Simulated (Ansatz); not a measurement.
`Cl[CH2][ZnH]` + `OC(F)F` → `FC(F)[O][ZnH]` + `CCl` at 700 K and 1 bar (ligand exchange at a Zn–C bond).

Calculated with Ansatz (gas phase, PBE0-D4/def2-TZVP geometries, no zero-point term in ΔE). CCSD(T)/CBS is the MP2 limit (def2-TZVPP, def2-QZVPP) plus CCSD(T) − MP2 in def2-TZVPP, frozen cores. This one scheme is used for every species. For Zn outer-core shells are correlated without core-valence functions, which leaves a few kJ/mol of doubt a bond. Scalar relativity is left out up to krypton. One conformer a species, not always the lowest.

```json
{"species": "`Cl[CH2][ZnH]`", "CCSD(T)/CBS energy (Eh)": "-2277.98947", "H − E (kJ/mol)": "136.8", "S (J/(mol·K))": "370.8"}
{"species": "`OC(F)F`", "CCSD(T)/CBS energy (Eh)": "-314.01610", "H − E (kJ/mol)": "142.9", "S (J/(mol·K))": "339.1"}
{"species": "`FC(F)[O][ZnH]`", "CCSD(T)/CBS energy (Eh)": "-2092.41029", "H − E (kJ/mol)": "147.7", "S (J/(mol·K))": "431.1"}
{"species": "`CCl`", "CCSD(T)/CBS energy (Eh)": "-499.63220", "H − E (kJ/mol)": "131.4", "S (J/(mol·K))": "278.6"}
```

H − E and S are ideal-gas, rigid-rotor, harmonic terms from PBE0-D4/def2-TZVP, for one conformer and one mirror image of each species. 1 Eh = 2625.50 kJ/mol, R = 8.31446 J/(mol·K).

Task: By hand: ΔE, ΔH, ΔS and ΔG.

Result: ΔE = (-2092.41029) + (-499.63220) − (-2277.98947) − (-314.01610) = -0.03692 Eh = -96.9 kJ/mol. Δ(H − E) = 147.7 + 131.4 − 136.8 − 142.9 = -0.6, so ΔH = -97.5 kJ/mol. ΔS = 431.1 + 278.6 − 370.8 − 339.1 = -0.2 J/(mol·K). ΔG = -97.5 − 700 × (-0.2)/1000 = -97.4 kJ/mol.

Task: By hand: the equilibrium constant, and the temperature at which ΔG would vanish if ΔH and ΔS stayed fixed.

Result: log₁₀ K = −ΔG/(RT ln 10) = 7.3. ΔG = 0 at ΔH/ΔS = 487500 K, far beyond where these terms or the molecules hold.

The number of gas molecules stays the same, so ΔS is small and ΔH decides. A doubt of 5 kJ/mol in ΔE shifts log₁₀ K by 0.4 here. Other conformers and mirror images would add mixing entropy, several J/(mol·K) or more a flexible species. Modes under 60 cm⁻¹, often nearly free rotors, make the harmonic entropy too high. These are equilibria of isolated gas molecules and say nothing of rates. Largest T1 diagnostic: 0.015 (customary marks: 0.02 for closed shells, 0.045 for open ones).
